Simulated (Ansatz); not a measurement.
Ansatz (a program for electronic structure) input for s-indacene (C12H8), SMILES C1=Cc2cc3c(cc2=C1)C=CC=3, PBE0-D3(BJ)/def2-SVP. 

Ansatz 0.2 input:
```yaml
crystal:
  periodic: [false, false, false]
  atoms:
    - {symbol: C, position_ang: [0.00000000, 0.00000000, 3.40409685]}
    - {symbol: C, position_ang: [0.00000000, 1.14755590, 2.57718947]}
    - {symbol: C, position_ang: [0.00000000, 0.72631143, 1.20866279]}
    - {symbol: C, position_ang: [0.00000000, 1.44680662, -0.00000000]}
    - {symbol: C, position_ang: [0.00000000, 0.72631143, -1.20866278]}
    - {symbol: C, position_ang: [0.00000000, -0.72631143, -1.20866279]}
    - {symbol: C, position_ang: [0.00000000, -1.44680662, 0.00000000]}
    - {symbol: C, position_ang: [0.00000000, -0.72631143, 1.20866278]}
    - {symbol: C, position_ang: [0.00000000, -1.14755591, 2.57718947]}
    - {symbol: C, position_ang: [0.00000000, -1.14755590, -2.57718947]}
    - {symbol: C, position_ang: [0.00000000, -0.00000000, -3.40409685]}
    - {symbol: C, position_ang: [0.00000000, 1.14755591, -2.57718947]}
    - {symbol: H, position_ang: [0.00000000, 0.00000000, 4.50131068]}
    - {symbol: H, position_ang: [0.00000000, 2.19111742, 2.92198961]}
    - {symbol: H, position_ang: [0.00000000, 2.54943103, -0.00000000]}
    - {symbol: H, position_ang: [0.00000000, -2.54943103, 0.00000000]}
    - {symbol: H, position_ang: [0.00000000, -2.19111742, 2.92198960]}
    - {symbol: H, position_ang: [0.00000000, -2.19111742, -2.92198961]}
    - {symbol: H, position_ang: [0.00000000, -0.00000000, -4.50131068]}
    - {symbol: H, position_ang: [0.00000000, 2.19111742, -2.92198960]}
basis:
  gaussian:
    orbitals: def2-SVP
hamiltonian:
  xc: pbe0
  dispersion: d3bj
relax: {f_tol: 0.002, max_steps: 200}
```

Program output:

```
WARN ansatz: RAYON_NUM_THREADS=2 ignored (pool sized by the plan → 2); use --threads N
Functional definition: PBE0
integrals: 0.37 GiB planned
2458 factors; integrals over basis functions are off by at most 4.3e-4 eV
mean field: 1.65 GiB planned
mean field evaluation 1: about -12539.6034 eV, gradient 5.6e1 eV
mean field evaluation 2: about -12539.7571 eV, gradient 5.8e1 eV
mean field evaluation 4: about -12548.5406 eV, gradient 2.9e0 eV
mean field evaluation 8: about -12548.6690 eV, gradient 9.7e-2 eV
mean field evaluation 16: about -12548.6691 eV, gradient 6.2e-5 eV
mean field -12548.66905989 eV, -461.1550821575 hartree, gradient 6.0e-5 eV, S^2 0.000000; 0 other end points of the search recorded, 0 dependent functions left out
the calculation of the forces begins
reference -12548.66909339 eV, -461.1550833887 hartree; 40, 40 occupied and 168, 168 virtual orbitals, 2458 factors
relax step   1: F+E_penalty+E_count = -12549.25759911 eV  Δ(F+E_penalty+E_count) = +0.000e0 eV  max|allowed force component| = 3.187e-1 eV/Å  Δτ_max = 0.0000 Å  (32 SCF iters, accepted)
these checks for a lower state are left out or cut short: starts, cluster_reference, orbital_swaps, neighbouring_geometries, increment
integrals: 0.37 GiB planned
2458 factors; integrals over basis functions are off by at most 4.2e-4 eV
mean field: 1.65 GiB planned
mean field -12548.70875067 eV, -461.1565407670 hartree, gradient 1.0e-5 eV, S^2 0.000000; 0 other end points of the search recorded, 0 dependent functions left out
the calculation of the forces begins
reference -12548.70878385 eV, -461.1565419861 hartree; 40, 40 occupied and 168, 168 virtual orbitals, 2458 factors
relax step   2: F+E_penalty+E_count = -12549.29798302 eV  Δ(F+E_penalty+E_count) = -4.038e-2 eV  max|allowed force component| = 8.467e-2 eV/Å  Δτ_max = 0.0257 Å  (38 SCF iters, accepted)
these checks for a lower state are left out or cut short: starts, cluster_reference, orbital_swaps, neighbouring_geometries, increment
integrals: 0.37 GiB planned
2458 factors; integrals over basis functions are off by at most 4.2e-4 eV
mean field: 1.65 GiB planned
mean field evaluation 32: about -12548.7114 eV, gradient 1.3e-5 eV
mean field -12548.71136026 eV, -461.1566366677 hartree, gradient 1.3e-5 eV, S^2 0.000000; 0 other end points of the search recorded, 0 dependent functions left out
the calculation of the forces begins
reference -12548.71139333 eV, -461.1566378828 hartree; 40, 40 occupied and 168, 168 virtual orbitals, 2458 factors
relax step   3: F+E_penalty+E_count = -12549.30063538 eV  Δ(F+E_penalty+E_count) = -2.652e-3 eV  max|allowed force component| = 7.090e-3 eV/Å  Δτ_max = 0.0074 Å  (31 SCF iters, accepted)
these checks for a lower state are left out or cut short: starts, cluster_reference, orbital_swaps, neighbouring_geometries, increment
integrals: 0.37 GiB planned
2458 factors; integrals over basis functions are off by at most 4.2e-4 eV
mean field: 1.65 GiB planned
mean field -12548.71136149 eV, -461.1566367129 hartree, gradient 1.5e-5 eV, S^2 0.000000; 0 other end points of the search recorded, 0 dependent functions left out
the calculation of the forces begins
reference -12548.71139456 eV, -461.1566379281 hartree; 40, 40 occupied and 168, 168 virtual orbitals, 2458 factors
relax step   4: F+E_penalty+E_count = -12549.30063766 eV  Δ(F+E_penalty+E_count) = -2.281e-6 eV  max|allowed force component| = 2.001e-3 eV/Å  Δτ_max = 0.0001 Å  (25 SCF iters, accepted)
these checks for a lower state are left out or cut short: starts, cluster_reference, orbital_swaps, neighbouring_geometries, increment
integrals: 0.37 GiB planned
2458 factors; integrals over basis functions are off by at most 4.2e-4 eV
mean field: 1.65 GiB planned
mean field -12548.71136194 eV, -461.1566367292 hartree, gradient 1.3e-5 eV, S^2 0.000000; 0 other end points of the search recorded, 0 dependent functions left out
the calculation of the forces begins
reference -12548.71139500 eV, -461.1566379443 hartree; 40, 40 occupied and 168, 168 virtual orbitals, 2458 factors
relax step   5: F+E_penalty+E_count = -12549.30063795 eV  Δ(F+E_penalty+E_count) = -2.933e-7 eV  max|allowed force component| = 2.227e-4 eV/Å  Δτ_max = 0.0001 Å  (24 SCF iters, accepted)
integrals: 0.37 GiB planned
2458 factors; integrals over basis functions are off by at most 4.2e-4 eV
mean field: 1.65 GiB planned
mean field -12548.71136194 eV, -461.1566367292 hartree, gradient 1.3e-5 eV, S^2 0.000000; 1 other end points of the search recorded, 0 dependent functions left out
the calculation of the forces begins
reference -12548.71139500 eV, -461.1566379443 hartree; 40, 40 occupied and 168, 168 virtual orbitals, 2458 factors
Total energy: -12549.30067102 eV, -461.1782934384 hartree
Atom 0 at     0.000000    -0.000000     3.378892 Å, force     0.000000     0.000000    -0.000112 eV/Å
Atom 1 at    -0.000000     1.139693     2.558076 Å, force     0.000000     0.000113    -0.000078 eV/Å
Atom 2 at     0.000000     0.721712     1.200087 Å, force     0.000000    -0.000019     0.000022 eV/Å
Atom 3 at    -0.000000     1.438539    -0.000000 Å, force    -0.000000    -0.000003     0.000000 eV/Å
Atom 4 at     0.000000     0.721712    -1.200087 Å, force    -0.000000    -0.000019    -0.000022 eV/Å
Atom 5 at     0.000000    -0.721712    -1.200087 Å, force     0.000000     0.000019    -0.000022 eV/Å
Atom 6 at     0.000000    -1.438539     0.000000 Å, force     0.000000     0.000003     0.000000 eV/Å
Atom 7 at     0.000000    -0.721712     1.200087 Å, force     0.000000     0.000019     0.000022 eV/Å
Atom 8 at     0.000000    -1.139693     2.558076 Å, force     0.000000    -0.000113    -0.000078 eV/Å
Atom 9 at    -0.000000    -1.139693    -2.558076 Å, force    -0.000000    -0.000113     0.000078 eV/Å
Atom 10 at    -0.000000    -0.000000    -3.378892 Å, force     0.000000    -0.000000     0.000112 eV/Å
Atom 11 at     0.000000     1.139693    -2.558076 Å, force     0.000000     0.000113     0.000078 eV/Å
Atom 12 at    -0.000000    -0.000000     4.468319 Å, force    -0.000000    -0.000000    -0.000158 eV/Å
Atom 13 at    -0.000000     2.175393     2.901862 Å, force    -0.000000    -0.000037     0.000223 eV/Å
Atom 14 at     0.000000     2.533107    -0.000000 Å, force     0.000000     0.000108     0.000000 eV/Å
Atom 15 at    -0.000000    -2.533107     0.000000 Å, force     0.000000    -0.000108    -0.000000 eV/Å
Atom 16 at     0.000000    -2.175393     2.901862 Å, force    -0.000000     0.000037     0.000223 eV/Å
Atom 17 at    -0.000000    -2.175393    -2.901862 Å, force    -0.000000     0.000037    -0.000223 eV/Å
Atom 18 at    -0.000000    -0.000000    -4.468319 Å, force    -0.000000    -0.000000     0.000158 eV/Å
Atom 19 at     0.000000     2.175393    -2.901862 Å, force    -0.000000    -0.000037    -0.000223 eV/Å
Dipole moment:     0.000000    -0.000000    -0.000000 e Å
```

The calculation finished and met its thresholds.
